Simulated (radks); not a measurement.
Excited configurations of Os I: one electron is placed in a higher orbital outside [Xe] 4f14 5d6 6s1. The ground configuration is [Xe] 4f14 5d6 6s2. Method: Dirac Kohn-Sham, PBEsol, spin-unpolarised, spherical densities, finite nucleus; open shells are shared between the two j in proportion to 2j + 1; Fermi nuclear charge, rms radius 5.4126 fm; computed with a radial shooting solver on a logarithmic mesh with Libxc functionals. Excitation = E - E(ground); binding = E(ion) - E, where the ion is the core of charge +1; n* = 1/sqrt(2 binding) in atomic units, and the quantum defect is n - n*. Eigenvalue and <r> are those of j = l + 1/2.

outer orbital	excitation (eV)	binding (eV)	n*	quantum defect	eigenvalue (eV)
5f	8.723	0.904	3.880	1.120	-0.427
6p	5.066	4.562	1.727	4.273	-1.938
6d	8.067	1.561	2.953	3.047	-0.707
6f	9.003	0.624	4.668	1.332	-0.360
7s	7.060	2.567	2.302	4.698	-1.503
7p	7.831	1.796	2.752	4.248	-0.986
7d	8.652	0.975	3.736	3.264	-0.539
7f	9.176	0.452	5.489	1.511	-0.281

The Delta-SCF ionisation energy is 9.627 eV (NIST Atomic Spectra Database: 8.438 eV, measured). Self-interaction in the functional shifts the binding energies and quantum defects, so they are the method's values and not measured ones. Spin polarisation and multiplet splitting are left out, so open shells lie too high by an amount that depends on their filling. Sharing an open shell by 2j + 1 raises it above the true ground level by a part of the spin-orbit splitting, which enters the differences from NIST.

Beside tabulated values, note that spin-unpolarised runs miss the spin-polarisation part of the exchange energy of open shells.
